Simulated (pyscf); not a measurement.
H₃Si–Cl (SMILES [SiH3]Cl) + Cl–Sb=Te (SMILES [Cl][Sb]=[Te]) → H₃Si–Te–Sb(Cl)–Cl (SMILES [SiH3][Te][Sb]([Cl])[Cl]), an addition across a multiple bond or ene-type step (singlet surface; Cl–Si broken, Cl–Sb, Si–Te formed). Optimised with ωB97X-D3(BJ)/def2-SVP in PySCF. Energies in kcal/mol from the separated reactants.

Small-basis levels: PySCF, no dispersion term, spherical d functions. AM1 to PM7: differences of heats of formation from MOPAC, which are fitted to 298 K values and so differ in kind from electronic energies by zero-point and thermal terms. GFN2-xTB: tblite. Cost: rough CPU time at the saddle relative to B3LYP/6-31G*+LANL2DZ, from one job on a shared machine.

```tsv
level	barrier	reaction energy	cost
HF/6-31G*+LANL2DZ	37.1	-3.7	0.1
BP86/6-31G*+LANL2DZ	21.5	-6.0	1
PBE/6-31G*+LANL2DZ	18.6	-8.7	1
B3LYP/LANL2DZ	23.5	-11.3	0.5
B3LYP/6-31G*+LANL2DZ	26.8	-4.6	1
M06-2X/6-31G*+LANL2DZ	18.5	-13.5	2
GFN2-xTB	3.2	-20.0	under 0.02
AM1	-13.0	-31.1	under 0.02
PM7	68.5	+242.2	under 0.02
ωB97M-D3(BJ)/def2-TZVP	14.8	-17.2	–
```

Against the last row the barrier runs from -27.8 (AM1) to +53.8 kcal/mol (PM7). At AM1, PM7 this geometry lies under one side, so the entry may be no barrier of that level: it is a single point on another level's saddle. ωB97M-D3(BJ)/def2-TZVP has limits of its own. On the reactant side the descent ends in a complex, 6.7 kcal/mol under the separated species and 13.5 kcal/mol under the saddle at ωB97X-D3(BJ)/def2-TZVP. At ωB97X-D3(BJ)/def2-TZVP the barrier from the zero used here is 6.8 kcal/mol. One saddle was located; it need not be the lowest between these sides. In the def2 sets elements past Kr carry core potentials, without spin-orbit coupling.
